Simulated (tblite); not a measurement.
Isomers of C7H12OSi2. Level: GFN2-xTB in tblite, geometry and Hessian alike; calculated harmonic values, unscaled, isolated species. Errors from tens to a few hundred cm⁻¹ against measured bands are possible. Modes of hydrogen on silicon can be 10 to 20 % off. One conformer each.

Electronic energies: GFN2-xTB at the same geometries; isomer energies are rough at this level and their order can be wrong.

```
                     SMILES  electronic energy, lowest = 0 (kcal/mol)
   [SiH3]Cc1cccc(O[SiH3])c1                                       0.0
C=C[Si@H](C#CC)C(=C)O[SiH3]                                      88.0
C=CCC1=CC(=O)[SiH2][SiH2]C1                                      92.5
C=C[SiH2]CC1=CC(=O)[SiH2]C1                                      90.3
```

Task: How do GFN2-xTB zero-point energies change the relative energies?

Result: 
| SMILES | ZPE (kcal/mol) | of it from modes above 1550 cm⁻¹ | electronic (kcal/mol) | with ZPE, lowest = 0 (kcal/mol) | lowest mode (cm⁻¹) | rings |
| --- | --- | --- | --- | --- | --- | --- |
| [SiH3]Cc1cccc(O[SiH3])c1 | 98.8 | 50.2 | 0.0 | 0.0 | 33 | 1 |
| C=C[Si@H](C#CC)C(=C)O[SiH3] | 97.9 | 55.8 | 88.0 | 87.0 | 4 | 0 |
| C=C[SiH2]CC1=CC(=O)[SiH2]C1 | 100.0 | 54.6 | 90.3 | 91.5 | 22 | 1 |
| C=CCC1=CC(=O)[SiH2][SiH2]C1 | 100.7 | 54.5 | 92.5 | 94.3 | 27 | 1 |

The zero-point energies span 2.8 kcal/mol, from `C=C[Si@H](C#CC)C(=C)O[SiH3]` to `C=CCC1=CC(=O)[SiH2][SiH2]C1`. The order is unchanged.
